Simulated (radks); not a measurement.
Results of a calculation; reference values are marked as such.
Excited configurations of the mercury ion Hg15+: one electron is placed in a higher orbital outside [Kr] 4d10 4f14 5s2 5p2. The ground configuration is [Kr] 4d10 4f14 5s2 5p3. Code: a radial shooting solver on a logarithmic mesh with Libxc functionals. Model: scalar-relativistic Kohn-Sham, LDA (Slater exchange, Perdew-Wang correlation), spin-unpolarised, spherical densities, finite nucleus; Fermi nuclear charge, rms radius 5.4648 fm. Excitation = E - E(ground); binding = E(ion) - E, where the ion is the core of charge +16; n* = 16/sqrt(2 binding) in atomic units. These energies are relativistic, and a one-electron ion of charge +16 with no core already has n* below n in this formula (scalar-relativistic equation, point nucleus: 5d 4.998, 5f 4.999, 6s 5.994, 6p 5.996, 6d 5.998, 6f 5.999, 7s 6.994, 7p 6.996, 7d 6.998, 7f 6.999). The quantum defect is therefore taken as that value minus n*, so that it holds no relativistic shift of the bare ion.

| outer orbital | excitation (eV) | binding (eV) | n* | quantum defect | eigenvalue (eV) | <r> (bohr) |
|---|---|---|---|---|---|---|
| 5d | 74.511 | 280.71 | 3.523 | 1.476 | -270.01 | 1.038 |
| 5f | 151.33 | 203.89 | 4.133 | 0.866 | -195.04 | 1.243 |
| 6s | 132.27 | 222.95 | 3.953 | 2.041 | -216.10 | 1.496 |
| 6p | 157.20 | 198.02 | 4.194 | 1.802 | -191.88 | 1.626 |
| 6d | 189.57 | 165.65 | 4.586 | 1.413 | -160.31 | 1.829 |
| 6f | 224.32 | 130.90 | 5.158 | 0.841 | -126.41 | 2.144 |
| 7s | 214.06 | 141.16 | 4.967 | 2.027 | -137.15 | 2.342 |
| 7p | 226.87 | 128.35 | 5.209 | 1.787 | -124.65 | 2.518 |
| 7d | 244.14 | 111.08 | 5.600 | 1.398 | -107.75 | 2.794 |
| 7f | 263.43 | 91.794 | 6.160 | 0.839 | -88.912 | 3.208 |

The Delta-SCF ionisation energy is 355.22 eV (NIST Atomic Spectra Database: 357 eV, theoretical). Self-interaction in the functional shifts the binding energies and quantum defects, so they are the method's values and not measured ones. Spin polarisation and multiplet splitting are left out, so open shells lie too high by an amount that depends on their filling. Spin-orbit splitting is averaged out at the scalar-relativistic level.

Beside tabulated values, note that spin-unpolarised runs miss the spin-polarisation part of the exchange energy of open shells.
